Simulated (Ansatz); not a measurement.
Two isomers of BFH4OSi: A = `OB(F)[SiH3]`, B = `FBO[SiH3]`.

Gas-phase electronic energies from Ansatz, PBE0-D4/def2-TZVP geometries. CCSD(T)/CBS adds triple-zeta CCSD(T) − MP2 to the extrapolated MP2 energy (def2 sets, frozen cores). DFT in def2-TZVPP. Each species was taken in one conformer, which may not be the lowest.

(1) Which isomer does CCSD(T)/CBS put lower? Give the gap. (An estimate is asked.)

(2) Give E(B) − E(A) in kcal/mol with MP2/def2-TZVPP, CCSD(T)/def2-TZVPP, CCSD/def2-TZVPP, B2PLYP, LDA (SPW92), PBE0-D4, BLYP-D4. (An estimate is asked.)

(3) Does the order hold for the free energy at 298.15 K (harmonic terms from PBE0-D4)? (Estimate.)

Largest T1 diagnostic: 0.014.

## Answers

(1) Ansatz gave: B, by 26.6 kcal/mol.

(2) Ansatz gave: MP2/def2-TZVPP -28.3, CCSD(T)/def2-TZVPP -26.3, CCSD/def2-TZVPP -27.2, B2PLYP -27.5, LDA (SPW92) -20.4, PBE0-D4 -22.7, BLYP-D4 -24.8. None reverses the order clearly.

(3) The calculation gave: Yes: G(B) − G(A) = -27.1 kcal/mol, for one conformer each.

At CCSD(T), def2-SVP lies +2.5 kcal/mol from the extrapolated value and def2-TZVPP +0.3 kcal/mol. From BLYP to BHLYP (50 % exact exchange), in def2-TZVPP and without D4, E(B) − E(A) moves by −4.4 kcal/mol.
